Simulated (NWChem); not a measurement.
System: C₄H₅FO; SMILES COC=C=CF

The following NWChem deck was run.

```
start job
memory heap 200 mb stack 900 mb global 1100 mb
geometry units angstroms noautoz
  C     -1.100966    -1.806908     0.085943
  O      0.273069    -1.895086    -0.200804
  C      0.968359    -0.751823    -0.144396
  C      0.511346     0.447942     0.159861
  C      0.130284     1.653222     0.490302
  F     -0.327770     2.553912    -0.387160
  H     -1.516325    -2.816193    -0.024838
  H     -1.269167    -1.446566     1.115377
  H     -1.607009    -1.115690    -0.610041
  H      2.023110    -0.916738    -0.393669
  H      0.138941     2.054108     1.511010
end
basis spherical
  * library 6-31g*
end
dft
  xc slater vwn_5
  iterations 150
  mulliken
end
task dft energy
```

Parts of the log:

```
             Northwest Computational Chemistry Package (NWChem) 7.3.0
             --------------------------------------------------------

 C1  symmetry detected

                             Geometry "geometry" -> ""
                             -------------------------

 Output coordinates in angstroms (scale by  1.889725989 to convert to a.u.)

  No.       Tag          Charge          X              Y              Z
 ---- ---------------- ---------- -------------- -------------- --------------
    1 C                    6.0000    -1.08413190    -1.83658791     0.06914842
    2 O                    8.0000     0.29493463    -1.91042959    -0.19673556
    3 C                    6.0000     0.97722912    -0.75988587    -0.13052590
    4 C                    6.0000     0.50307296     0.43514136     0.16604636
    5 C                    6.0000     0.10440086     1.63649470     0.48994463
    6 F                    9.0000    -0.34977597     2.53191204    -0.39489813
    7 H                    1.0000    -1.48712958    -2.85023948    -0.04727798
    8 H                    1.0000    -1.27166543    -1.47756544     1.09569912
    9 H                    1.0000    -1.58683149    -1.15105305    -0.63483358
   10 H                    1.0000     2.03730609    -0.91380382    -0.36372052
   11 H                    1.0000     0.09340088     2.03791646     1.51041948

 Effective nuclear repulsion energy (a.u.)     215.4851015260

                                 NWChem DFT Module
                                 -----------------

 Summary of "ao basis" -> "ao basis" (spherical)
 ------------------------------------------------------------------------------
       Tag                 Description            Shells   Functions and Types
 ---------------- ------------------------------  ------  ---------------------
 C                           6-31g*                  6       14   3s2p1d
 O                           6-31g*                  6       14   3s2p1d
 F                           6-31g*                  6       14   3s2p1d
 H                           6-31g*                  2        2   2s

            General Information
            -------------------
          SCF calculation type: DFT
          Wavefunction type:  closed shell.
          No. of atoms     :    11
          No. of electrons :    46
           Alpha electrons :    23
            Beta electrons :    23
          Charge           :     0
          Spin multiplicity:     1
          Use of symmetry is: off; symmetry adaption is: off
          Maximum number of iterations: 150
          AO basis - number of functions:    94
                     number of shells:    46
          Convergence on energy requested:  1.00D-06
          Convergence on density requested:  1.00D-05
          Convergence on gradient requested:  5.00D-04

              XC Information
              --------------
                        Slater Exchange Functional  1.000 local
                      VWN V Correlation Functional  1.000 local

             Grid Information
             ----------------
          Grid used for XC integration:  medium
          Radial quadrature: Mura-Knowles
          Angular quadrature: Lebedev.
          Tag              B.-S. Rad. Rad. Pts. Rad. Cut. Ang. Pts.
          ---              ---------- --------- --------- ---------
          C                   0.70       49          11.0       434
          O                   0.60       49          11.0       434
          F                   0.50       49          13.0       434
          H                   0.35       45          12.0       434
          Grid pruning is: on
          Number of quadrature shells:   519
          Spatial weights used:  Erf1

      Superposition of Atomic Density Guess
      -------------------------------------

 Sum of atomic energies:        -327.25886354

      Non-variational initial energy
      ------------------------------

 Total energy =    -330.279386
 1-e energy   =    -874.800790
 2-e energy   =     329.036302
 HOMO         =      -0.260936
 LUMO         =       0.041242

     ---------------------------------------------
      Total Density - Mulliken Population Analysis
     ---------------------------------------------

    Atom       Charge   Shell Charges
 -----------   ------   -------------------------------------------------------
    1 C    6     6.25   2.00  0.70  1.85  0.63  1.02  0.05
    2 O    8     8.57   2.00  0.92  2.96  0.90  1.77  0.03
    3 C    6     5.77   2.00  0.69  1.70  0.49  0.82  0.07
    4 C    6     6.26   2.00  0.75  2.04  0.52  0.93  0.02
    5 C    6     5.67   2.00  0.68  1.61  0.54  0.77  0.07
    6 F    9     9.44   2.00  0.95  3.39  1.00  2.09  0.01
    7 H    1     0.80   0.48  0.32
    8 H    1     0.81   0.48  0.33
    9 H    1     0.81   0.48  0.33
   10 H    1     0.79   0.47  0.33
   11 H    1     0.82   0.47  0.35

   convergence    iter        energy       DeltaE   RMS-Dens  Diis-err
 ---------------- ----- ----------------- --------- --------- ---------
 d= 0,ls=0.0,diis     1   -327.6700104279 -5.43D+02  2.31D-02  1.32D+00
 d= 0,ls=0.0,diis     2   -327.5649795694  1.05D-01  1.27D-02  2.21D+00
 d= 0,ls=0.0,diis     3   -327.7677884850 -2.03D-01  3.48D-03  1.95D-01
 d= 0,ls=0.0,diis     4   -327.7830593651 -1.53D-02  1.65D-03  2.13D-02
 d= 0,ls=0.0,diis     5   -327.7849382487 -1.88D-03  7.45D-04  6.72D-03
  Resetting Diis
 d= 0,ls=0.0,diis     6   -327.7858663974 -9.28D-04  1.81D-04  3.45D-04
 d= 0,ls=0.0,diis     7   -327.7859070740 -4.07D-05  1.20D-04  3.62D-05
 d= 0,ls=0.0,diis     8   -327.7858895414  1.75D-05  9.65D-05  1.97D-04
 d= 0,ls=0.0,diis     9   -327.7859103666 -2.08D-05  1.83D-05  4.26D-06
 d= 0,ls=0.0,diis    10   -327.7859109479 -5.81D-07  3.25D-06  1.32D-07

         Total DFT energy =     -327.785910947914
      One electron energy =     -878.191290804219
           Coulomb energy =      374.838217247021
    Exchange-Corr. energy =      -39.917938916696
 Nuclear repulsion energy =      215.485101525981

 Numeric. integr. density =       46.000007730412

                       DFT Final Molecular Orbital Analysis
                       ------------------------------------

 Vector   21  Occ=2.000000D+00  E=-2.990130D-01
              MO Center= -3.8D-02, -8.9D-01, -6.7D-02, r^2= 4.6D+00
   Bfn.  Coefficient  Atom+Function         Bfn.  Coefficient  Atom+Function
  ----- ------------  ---------------      ----- ------------  ---------------
    18      0.350942   2 O  py               22      0.244251   2 O  py
    20     -0.214714   2 O  s                75      0.204682   6 F  pz
    17     -0.194903   2 O  px                4     -0.187382   1 C  py
    32     -0.177793   3 C  py               74      0.170702   6 F  py
    46      0.162556   4 C  py               19      0.142760   2 O  pz

 Vector   22  Occ=2.000000D+00  E=-2.225520D-01
              MO Center=  2.6D-01,  1.0D+00,  1.5D-01, r^2= 2.2D+00
   Bfn.  Coefficient  Atom+Function         Bfn.  Coefficient  Atom+Function
  ----- ------------  ---------------      ----- ------------  ---------------
    45      0.374079   4 C  px               59      0.332580   5 C  px
    73     -0.293767   6 F  px               49      0.232153   4 C  px
    77     -0.225634   6 F  px               63      0.186115   5 C  px
    50      0.147451   4 C  py               46      0.134874   4 C  py
    60      0.122041   5 C  py               18      0.111664   2 O  py

 Vector   23  Occ=2.000000D+00  E=-2.059285D-01
              MO Center=  3.8D-01, -4.0D-01,  4.1D-02, r^2= 2.7D+00
   Bfn.  Coefficient  Atom+Function         Bfn.  Coefficient  Atom+Function
  ----- ------------  ---------------      ----- ------------  ---------------
    19      0.382810   2 O  pz               47     -0.384158   4 C  pz
    23      0.296035   2 O  pz               51     -0.252704   4 C  pz
    33     -0.236848   3 C  pz               37     -0.146939   3 C  pz
    90      0.143770   9 H  s                88     -0.142606   8 H  s
    94      0.108017  11 H  s                50      0.105346   4 C  py

 Vector   24  Occ=0.000000D+00  E=-2.582214D-02
              MO Center=  3.4D-01,  6.4D-01,  2.3D-01, r^2= 3.1D+00
   Bfn.  Coefficient  Atom+Function         Bfn.  Coefficient  Atom+Function
  ----- ------------  ---------------      ----- ------------  ---------------
    63     -0.419741   5 C  px               20      0.413526   2 O  s
    59     -0.412900   5 C  px               45      0.350498   4 C  px
    49      0.316876   4 C  px               92     -0.302700  10 H  s
    36      0.297592   3 C  py               50      0.221485   4 C  py
     7     -0.211914   1 C  px               73      0.195694   6 F  px

 Vector   25  Occ=0.000000D+00  E=-2.352021D-02
              MO Center=  5.2D-01,  6.9D-02,  5.5D-02, r^2= 3.0D+00
   Bfn.  Coefficient  Atom+Function         Bfn.  Coefficient  Atom+Function
  ----- ------------  ---------------      ----- ------------  ---------------
    37      0.493836   3 C  pz               33      0.440220   3 C  pz
    47     -0.343703   4 C  pz               50      0.297034   4 C  py
    51     -0.296007   4 C  pz               94      0.261946  11 H  s
    76     -0.242670   6 F  s                63     -0.226763   5 C  px
    19     -0.218257   2 O  pz               64      0.208965   5 C  py

 Vector   26  Occ=0.000000D+00  E= 8.459825D-02
              MO Center= -1.1D+00, -1.5D+00,  1.8D-01, r^2= 4.1D+00
   Bfn.  Coefficient  Atom+Function         Bfn.  Coefficient  Atom+Function
  ----- ------------  ---------------      ----- ------------  ---------------
     6      1.642637   1 C  s                88     -1.108542   8 H  s
    90     -1.031959   9 H  s                 7     -0.814164   1 C  px
    86     -0.794067   7 H  s                20      0.420628   2 O  s
    92      0.400087  10 H  s                34     -0.319766   3 C  s
     3     -0.302739   1 C  px               94     -0.249959  11 H  s

[...]
```

Level: LDA (Slater exchange, VWN5)/6-31G* (spherical d). All runs use the structure optimised with PBE0/def2-SVP.
